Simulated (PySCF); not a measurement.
KBr: frontier orbitals

M06 at R = 2.835 Å; PySCF, spin-free X2C with a Gaussian nucleus, basis sets K x2c-SVPall, Br x2c-SVPall. State: ¹Σ⁺ (singlet), closed shell. Only the outer orbitals are listed, counted within each symmetry.

```csv
orbital,occ.,ε (eV),on K (%),main shells (%)
10σ,2,-39.30,100,100 K s
5π,2,-21.33,100,100 K p
5π,2,-21.33,100,100 K p
11σ,2,-21.28,97,97 K p
12σ,2,-18.08,3,97 Br s
13σ,2,-5.61,7,93 Br p
6π,2,-5.30,5,95 Br p
6π,2,-5.30,5,95 Br p
14σ,0,-2.11,99,"68 K s, 30 K p"
15σ,0,-0.14,100,"83 K s, 16 K p"
7π,0,-0.12,99,"90 K p, 9 K d"
```

Task: Which are the highest filled and the lowest empty level, where do they sit, and how wide is the gap?

Result: Highest filled 6π at -5.30 eV (in %: 95 Br p); lowest empty 14σ at -2.11 eV (in %: 68 K s, 30 K p); the gap at M06 is 3.19 eV.

* bond order (Mayer): 0.61
* ⟨S²⟩: 0.000
* charge on K (Mulliken, basis-dependent): 0.67
* charge on K (Löwdin, basis-dependent): 0.43
* dipole moment (positive dipole means K(−)Br(+)): -10.26 D
